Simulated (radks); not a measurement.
Yb VIII, configuration [Kr] 4d10 4f12 5s2 5p3. Calculated with a radial shooting solver on a logarithmic mesh with Libxc functionals: Dirac Kohn-Sham, relativistic LDA (MacDonald-Vosko exchange, VWN5 correlation), spin-unpolarised, spherical densities, finite nucleus; open shells fill j = l - 1/2 first; Fermi nuclear charge, rms radius 5.3108 fm. Some entries of the table are withheld. Estimate them.

orbital  occ.  eigenvalue (hartree)  <r^2> (bohr^2)  r(max) (bohr)
1s1/2       2                   (1)       0.0005345        0.01243
2s1/2       2             -382.5948        0.008212        0.07105
2p1/2       2             -365.5394        0.005896            (2)
2p3/2       4             -327.5278        0.007105            (3)
3s1/2       2             -89.46654         0.05396         0.2004
3p1/2       2             -81.85897             (4)         0.1880
3p3/2       4             -73.78465             (5)         0.2013
3d3/2       4             -60.71812         0.04413         0.1582
3d5/2       6             -58.94396         0.04600         0.1619
4s1/2       2             -20.86782          0.2696         0.4565
4p1/2       2             -17.77464          0.2798         0.4573
4p3/2       4             -15.92892          0.3168         0.4857
4d3/2       4             -10.80378          0.3513         0.4854
4d5/2       6             -10.46367          0.3654         0.4945
5s1/2       2              -5.68266           1.416          1.038
5p1/2       2              -4.73286           1.651          1.106
5p3/2       1              -4.42219           1.849          1.176
4f5/2       6              -4.14434          0.5544         0.4722
4f7/2       6              -4.08821          0.5685         0.4772

Answer. 
(1) 1s1/2 eigenvalue (hartree): -2236.229
(2) 2p1/2 r(max) (bohr): 0.05313
(3) 2p3/2 r(max) (bohr): 0.05953
(4) 3p1/2 <r^2> (bohr^2): 0.04971
(5) 3p3/2 <r^2> (bohr^2): 0.05645
